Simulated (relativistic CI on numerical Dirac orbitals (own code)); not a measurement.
Bi4+: computed level list

Calculated at this level of theory: Dirac-Coulomb-Breit CI, separate exchange-only KLI orbitals for each configuration, model QED (radiative potential, 1s self-energy scaled to tabulated hydrogen-like ionisation energies), valence Slater integrals scaled by 0.85, P86 correlation estimate, and configurations built on the next ion tied to the tabulated ionisation energy (semi-empirical) (own radial code, finite nucleus).

Configurations in the expansion (outside the closed core [Xe] 4f14): 5d10 6s, 5d10 6p, 5d10 6d, 5d10 7s, 5d10 5f, 5d10 6f, 5d9 6s2, 5d8 6s 6p2, 5d9 6s 5f, 5d9 6s 6p, 5d10 7p, 5d9 6p2, 5d9 6s 5g, 5d10 7d, 5d10 8s, 5d8 6s2 6p, 5d10 8p, 5d10 5g, 5d10 8d, 5d10 7f, 5d8 6s 6d2, 5d9 6p 6d, 5d8 6s 5f2, 5d9 6s 6d. Levels of other configurations are missing.

The lowest level is 5d10 6s 2S_1/2, with 99 % of that term; Hund's rules for 5d10 6s give 2S with J = 1/2, in agreement.

```
No.  Configuration  Term    J  E (cm⁻¹)    %  Next component (%)  Landé g  Lifetime (s)
  1        5d10 6s    2S  1/2       0.0   99     1 5d8 6s 5f2 2S    2.002              
  2        5d10 6p   2P°  1/2   84472.1   99                        0.666      7.37e-10
  3        5d10 6p   2P°  3/2  111195.6   99                        1.334      3.27e-10
  4       5d9 6s2‡    2D  5/2  152740.7   98        2 5d9 6p2 2D    1.200      4.05e-07
  5       5d9 6s2‡    2D  3/2  176763.0   98        2 5d9 6p2 2D    0.799      2.84e-08
  6        5d10 6d    2D  3/2  217325.0  100                        0.799      1.30e-10
  7        5d10 6d    2D  5/2  220387.0  100                        1.200      1.74e-10
  8     5d9 6s 6p‡   4P°  5/2  224763.5   60              24 4D°    1.453      5.63e-08
  9        5d10 7s    2S  1/2  226423.7  100                        2.002      1.50e-10
 10     5d9 6s 6p‡   4F°  7/2  232484.6   54              23 4D°    1.259      5.72e-09
 11     5d9 6s 6p‡   2F°  5/2  232672.4   45              32 4F°    1.045      1.26e-08
 12     5d9 6s 6p‡   4D°  3/2  235538.1   27              27 4P°    1.231      2.53e-09
 13        5d10 5f   2F°  7/2  247303.2   97     3 5d9 6s 6p 2F°    1.144              
 14        5d10 5f   2F°  5/2  247598.2   90     5 5d9 6s 6p 4F°    0.880              
 15     5d9 6s 6p‡   4F°  3/2  250177.2   82               6 2D°    0.551      2.69e-09
 16     5d9 6s 6p‡   4F°  9/2  252834.1  100                        1.334      7.61e-03
 17        5d10 7p   2P°  1/2  255973.1   78    12 5d9 6s 6p 4D°    0.720      6.14e-10
 18     5d9 6s 6p‡   2D°  3/2  256936.7   47              44 4P°    1.254      1.94e-09
 19     5d9 6s 6p‡   4D°  1/2  258007.7   35              33 4P°    1.101      6.07e-10
 20     5d9 6s 6p‡   2F°  5/2  258140.9   41              22 4D°    1.088      8.70e-09
 21     5d9 6s 6p‡   4D°  7/2  260023.5   69              20 2F°    1.350      1.65e-07
 22     5d9 6s 6p‡   2D°  5/2  261456.1   57              18 4F°    1.199      6.72e-09
 23     5d9 6s 6p‡   2P°  3/2  263799.4   57              16 4D°    1.242      9.54e-11
 24        5d10 7p   2P°  3/2  265615.5   82     9 5d9 6s 6p 2P°    1.301      6.12e-10
 25     5d9 6s 6p‡   2P°  1/2  266149.6   78              18 4D°    0.566      6.25e-11
 26     5d9 6s 6p‡   4P°  1/2  276652.8   58              28 4D°    1.658      5.80e-10
 27     5d9 6s 6p‡   2F°  7/2  278934.4   71              27 4F°    1.169      2.07e-10
 28     5d9 6s 6p‡   2P°  3/2  280045.1   50              21 2D°    1.228      1.19e-10
 29     5d9 6s 6p‡   2P°  3/2  282739.1   42              38 4D°    1.279      8.45e-11
 30     5d9 6s 6p‡   2D°  5/2  283383.1   50              34 4D°    1.232      3.51e-10
```

Energies count from the lowest computed level; ° marks odd parity; lifetimes are radiative, by E1, M1, E2 decay to levels of this space only; some are left blank where a channel outside the calculation adds to the decay or the decay crosses a small, uncertain gap. ‡ marks configurations that were not tied to measured data.

The mean weight of the leading LS term, summed over parents, in these 30 levels is 72 %, and that of the leading jj configuration (from the same eigenvectors) 79 %.

Configurations that consist of the next ion and one excited electron were tied to the tabulated ionisation energy; Rydberg ones are usually within 1,000 to 3,000 cm⁻¹ and the lowest ones within about 6,000 (9,000 in d shells), while levels on excited terms of the next ion carry the error of that term, and the other configurations can be misplaced by 10,000 cm⁻¹ or more. Rates follow the energies as ν³ (E1, M1) or ν⁵ (E2), so rates, branching and lifetimes can be off by large factors. Levels and lines within the n = 5 or 6 shells can be off by up to 10 % or somewhat more, and those that change n by about 2 %, since core polarisation is missing. 12 of the 12 excited levels that our extract of the measured tables holds in this range could be paired (the sources list more); they are missed by 15345 cm⁻¹ on average and 49085 at most, and levels without a partner can miss by more. Levels that differ in their count of f electrons can be misplaced by several ten thousand cm⁻¹, since the correlation energy of f electrons is missing or only estimated; rates across such gaps can be off by orders of magnitude.

LS names give the leading component of a level, which can be under half, so a name can repeat, a term be missing and a line seem to break the LS rules.
